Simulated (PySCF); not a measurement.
Basis and Hamiltonian dependence of the excitation energy of Tc

Tc [Kr] 4d5 5s2 (6S) → Tc [Kr] 4d5 5s1 5p1 (8P). All values are computed (PySCF 2.14, energy differences of UHF-based or UKS calculations, no spin-orbit coupling). Values in eV.

```tsv
basis	Hamiltonian	functions	UHF	PBE	PBE0	MP2 (valence)	CCSD(T) (valence)	CCSD(T) (valence and next inner shell)
aug-cc-pVDZ-PP with ECP28MDF	ECP	54	0.765	2.013	1.821	1.722	1.905	n/a
def2-TZVPPD with the def2 core potential (28 electrons)	ECP	56	0.806	2.042	1.851	1.778	1.969	2.041
ANO-RCC-VTZP	spin-free X2C	68	0.823	n/a	n/a	1.780	1.972	2.037
x2c-TZVPPall	spin-free X2C	79	0.808	2.010	1.828	1.758	1.947	2.021
aug-cc-pVTZ-PP with ECP28MDF	ECP	88	0.769	n/a	n/a	1.803	1.967	n/a
x2c-TZVPPall with one added diffuse shell each of s, p, d, f type	spin-free X2C	95	0.809	2.010	1.827	1.789	1.966	n/a
aug-cc-pVTZ-DK	spin-free X2C	102	0.780	1.993	1.806	1.806	1.976	n/a
aug-cc-pVTZ-PP with one added diffuse shell each of s, p, d, f, g type with ECP28MDF	ECP	113	0.769	1.998	1.807	1.808	n/a	n/a
x2c-QZVPPall	spin-free X2C	118	0.787	1.999	1.813	1.814	n/a	n/a
aug-cc-pwCVTZ-PP with ECP28MDF	ECP	122	0.770	1.998	1.807	1.818	n/a	n/a
dyall-av2z	non-relativistic	136	0.664	1.786	1.615	1.555	n/a	n/a
```

Question: Estimate the row for def2-QZVPPD with the def2 core potential (28 electrons) (ECP, 88 functions).

Answer: From the rows with the same Hamiltonian and similar size; the calculation gives UHF 0.78; PBE 2.02; PBE0 1.83; MP2 (valence) 1.81; CCSD(T) (valence) 1.97 (eV).

Frozen in the all-electron rows: valence: [Kr]; valence and next inner shell: [Ar] 3d10; with a core potential, the same shells as far as they lie outside it.

Non-relativistic rows lack the scalar-relativistic shift.

Reference for a calculation without spin-orbit coupling: 2.112 eV (measured, between term centres; NIST).
